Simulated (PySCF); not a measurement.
C10H8O.
Geometry (PBE0-D3(BJ)/def2-SVP, Å), atoms numbered from 1 in this order:
```xyz
19
C10H8O angstrom
C     -3.9038   -0.9586    0.4363
C     -2.8108   -0.4403    0.3195
C     -1.5443    0.1461    0.1234
C     -0.6966    0.7345    0.9836
C      0.5408    1.0675    0.1366
O     -0.0651    1.3755   -1.1060
C     -0.7671    0.1551   -1.2287
C      0.3776   -0.8524   -1.0757
C      1.2223   -0.2826   -0.1989
C      2.4300   -0.8010    0.3985
C      3.1400   -0.1885    1.3587
H     -4.8709   -1.4108    0.5559
H     -0.8109    0.8857    2.0556
H      1.1880    1.8796    0.4877
H     -1.3787    0.1097   -2.1369
H      0.4268   -1.8425   -1.5275
H      2.7629   -1.7773    0.0292
H      4.0394   -0.6469    1.7755
H      2.8501    0.7860    1.7616
```

Method used: PySCF 2.14.0, PBE0-D3(BJ)/def2-SVP geometry optimisation, gas phase.

Masses are those of the commonest isotopes; rigid-rotor values at the optimised geometry. The values belong to one conformer with, in the numbering `[CH:1]#[C:2][C:3]1=[CH:4][C@@H:5]2[O:6][C@H:7]1[CH:8]=[C:9]2[CH:10]=[CH2:11]`, C8–C9–C10–C11 -174°.

(1) Give the principal moments of inertia and the rotational constants in MHz.

(2) Classify the top.

(3) Is it planar, by Δ = Ic − Ia − Ib?

(4) List the rotational levels J(Ka,Kc) to J = 2 (MHz).

(5) Predict some low-J microwave lines.

(6) Estimate the classical rotational partition function at 50 K, 100 K and 500 K.

Results:

(1) Ia = 202.18, Ib = 677.96, Ic = 709.29 u·Å²; 505379 MHz·u·Å²/I gives A = 2500, B = 745.4, C = 712.5 MHz.

(2) A near-prolate asymmetric top. Ray's parameter κ = (2B − A − C)/(A − C) = -0.963; −1 is the prolate and +1 the oblate limit.

(3) Not planar: Δ = Ic − Ia − Ib = -170.84 u·Å². For a rigid frame Δ = −2 Σ m c², so Σ m c² = 85.42 u·Å² lies off the ab plane: 18.81 from hydrogen and 66.62 from heavier atoms. The atom farthest from that plane is 2.44 Å away.

(4) Above 0(0,0):
J = 1: 1(0,1) 1458, 1(1,1) 3212, 1(1,0) 3245
J = 2: 2(0,2) 4373, 2(1,2) 6095, 2(1,1) 6194, 2(2,1) 11457, 2(2,0) 11457
The levels of one J sum to (2J + 1)J(J + 1)(A + B + C)/3.

(5) The dipole components are |μa| = 0.45 D, |μb| = 1.53 D, |μc| = 0.62 D. Intensities carry the squares of the components, which stand as 0.09 : 1.00 : 0.16 (a : b : c). Some lines, for components of 0.1 D or more:

```
type  branch         J(Ka,Kc)    MHz  lower level (cm⁻¹)
   b       Q  1(1,0) ← 1(0,1)   1787               0.049
   b       Q  4(1,3) ← 4(0,4)   1941               0.486
   b       R  3(0,3) ← 2(1,2)   2650               0.203
   c       R  1(1,0) ← 0(0,0)   3245               0.000
   b       R  4(0,4) ← 3(1,3)   4153               0.348
   b       R  2(1,2) ← 1(0,1)   4637               0.049
   b       Q  4(2,2) ← 4(1,3)   5155               0.551
   c       Q  3(2,2) ← 3(1,2)   5213               0.354
   b       Q  3(2,1) ← 3(1,2)   5216               0.354
   a       R  4(1,4) ← 3(1,3)   5765               0.348
   b       R  3(2,2) ← 2(1,1)   9636               0.207
   c       R  4(2,2) ← 3(1,2)  11052               0.354
   b       R  4(2,2) ← 3(1,3)  11249               0.348
   c       R  4(3,1) ← 3(2,1)  14684               0.528
   b       R  4(4,1) ← 3(3,0)  18227               0.823
   c       R  4(4,0) ← 3(3,0)  18227               0.823
```

(6) Point group C1, symmetry number σ = 1; q = (√π/σ)·√((kT/h)³/(ABC)), k/h = 20836.6 MHz/K: 51700 at 50 K, 146000 at 100 K, 1640000 at 500 K.

Stationary, but not proved a minimum. These are rigid-rotor constants of the computed structure; measured ground-state constants (B0) also hold zero-point vibration.
